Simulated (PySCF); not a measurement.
# Radial density of Ru⁺ (ruthenium, charge +1)

UHF, [Kr] 4d6 5s1, 5s spin antiparallel (an excited configuration). Calculation: PySCF 2.14, in aug-cc-pVTZ-PP with one added diffuse shell each of s, p, d, f, g type with ECP28MDF (7s7p6d4f3g, 113 functions); scalar relativity through the core potential. This is the valence pseudo-density: the core potential removes the inner electrons and smooths the orbitals near the nucleus.

```
r (bohr)  4πr²ρ (e/bohr)  4πr²(ρα − ρβ)
  0.0314       2.560e-05         0.0000
  0.0528       6.113e-05         0.0000
  0.0888       0.0002000         0.0000
   0.149        0.001675         0.0003
   0.251         0.02662         0.0065
   0.423          0.7039         0.1172
   0.711           8.518         1.2484
    1.20           12.04         3.1140
    2.01           3.033         1.0587
    3.38          0.5115        -0.2309
    5.69         0.04414        -0.0419
    9.57       0.0001068        -0.0001
```

Energies and moments cover only the electrons outside the core potential. With the s spin flipped the determinant is a mixture of two multiplicities, not a spectroscopic state.
